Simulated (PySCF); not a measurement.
Cards and structures have been mixed up. Pair them.

Structures:
1. `[Li][SH]`
2. `C=[C](C)[GeH3]`
3. `Nc1cccc(Cl)c1`
4. `[H][Al]([H])[Cl]`
5. `C=[CH][AlH][CH]1CCCC1`

Card P (geometry PBE0-D3(BJ)/def2-SVP):
* Rotational constants A, B, C: 3.417, 1.201, 0.889 GHz
* Static isotropic polarisability (CAM-B3LYP/def2-SVPD): 93.5 au
* Lowest triplet excitation (Tamm–Dancoff) (TDA CAM-B3LYP/def2-SVPD): 3.82 eV
* Isotropic shieldings of nuclei other than C and H, by class (GIAO HF/pcSseg-1): 206 (1 N), 792 (1 Cl) ppm
* HOMO energy (CAM-B3LYP/def2-SVPD): -7.41 eV
* 13C chemical shifts (computed TMS as zero) by class (GIAO HF/pcSseg-1): 158.5 (1 C), 150.7 (1 C), 141.5 (1 C), 122.4 (1 C), 118.0 (1 C), 115.1 (1 C) ppm

Card Q (geometry PBE0-D3(BJ)/def2-SVP):
- Rotational constants A, B, C: 8.468, 2.842, 2.216 GHz
- Static isotropic polarisability (CAM-B3LYP/def2-SVPD): 70.3 au
- HOMO energy (CAM-B3LYP/def2-SVPD): -8.83 eV
- Vertical ionisation energy (ΔSCF CAM-B3LYP/def2-SVPD): 9.62 eV
- Lowest triplet excitation (Tamm–Dancoff) (TDA CAM-B3LYP/def2-SVPD): 4.24 eV

Card R (geometry PBE0-D3(BJ)/def2-SVP):
- Rotational constants A, B, C: 5.222, 0.692, 0.658 GHz
- Static isotropic polarisability (CAM-B3LYP/def2-SVPD): 109.4 au
- Lowest triplet excitation (Tamm–Dancoff) (TDA CAM-B3LYP/def2-SVPD): 3.96 eV
- Vertical ionisation energy (ΔSCF CAM-B3LYP/def2-SVPD): 9.14 eV
- HOMO energy (CAM-B3LYP/def2-SVPD): -8.57 eV
- Isotropic shieldings of nuclei other than C and H, by class (GIAO PBE0/pcSseg-1): 289 (1 Al) ppm
- Core binding energies (ΔSCF SCAN, pcX-2 on the ionised atom, pcseg-1 elsewhere, spin-free X2C): C1s 289.3, C1s 289.6, C1s 290.1 (×2), C1s 290.2 (×2), C1s 290.4, Al1s 1566.0 eV

Card S (geometry PBE0-D3(BJ)/def2-SVP):
* Rotational constants A, B, C: 127.865, 6.747, 6.409 GHz
* Static isotropic polarisability (CAM-B3LYP/def2-SVPD): 42.1 au
* Dipole moment (CAM-B3LYP/def2-SVPD): 1.44 D
* Isotropic shieldings of nuclei other than C and H, by class (GIAO B3LYP/pcSseg-1 (pcSseg-2 on Al)): 322 (1 Al), 844 (1 Cl) ppm
* Lowest singlet excitation (TDDFT CAM-B3LYP/def2-SVPD): 5.52 eV (225 nm, f = 0.000)

Card T (geometry PBE0-D3(BJ)/def2-SVP):
- Rotational constants A, B, C: 286.293, 18.946, 17.770 GHz
- Static isotropic polarisability (CAM-B3LYP/def2-SVPD): 38.7 au
- HOMO energy (CAM-B3LYP/def2-SVPD): -6.99 eV
- Dipole moment (CAM-B3LYP/def2-SVPD): 7.05 D
- Strongest line among the 10 lowest singlet transitions (TDDFT CAM-B3LYP/def2-SVPD): S4 at 5.18 eV (239 nm, f = 0.084)

Species are written as SMILES; each is one conformer at its optimised geometry, gas phase, non-relativistic unless stated; the electronic structure was computed with PySCF and density fitting. NMR classes are plain means over equivalent atoms (diastereotopic ones count apart unless rotation or inversion swaps them), as if these changed places fast.

Problem. Which card belongs to which structure?

Solution. P = 3, Q = 2, R = 5, S = 4, T = 1. What ties each card to its structure:
- 1 (card T), HLiS, monoisotopic mass 40.0 u, 2 heavy atoms: an asymmetric top with C = 17.770 GHz, the highest such constant on the cards; polarisability 38.7 au for 20 electrons, the smallest shown; dipole 7.05 D.
- 2 (card Q), C3H8Ge, monoisotopic mass 118.0 u, 4 heavy atoms: an asymmetric top with C = 2.216 GHz; polarisability 70.3 au for 58 electrons.
- 3 (card P), C6H6ClN, monoisotopic mass 127.0 u, 8 heavy atoms: 6 C in 6 classes; the least shielded carbon (158.5 ppm) is an aromatic carbon bearing nitrogen; an asymmetric top with C = 0.889 GHz; polarisability 93.5 au for 66 electrons.
- 4 (card S), AlClH2, monoisotopic mass 64.0 u, 2 heavy atoms: an asymmetric top with C = 6.409 GHz; polarisability 42.1 au for 32 electrons; dipole 1.44 D.
- 5 (card R), C7H13Al, monoisotopic mass 124.1 u, 8 heavy atoms: core lines of Al and C; an asymmetric top with C = 0.658 GHz, the lowest such constant on the cards; polarisability 109.4 au for 68 electrons, the largest shown.
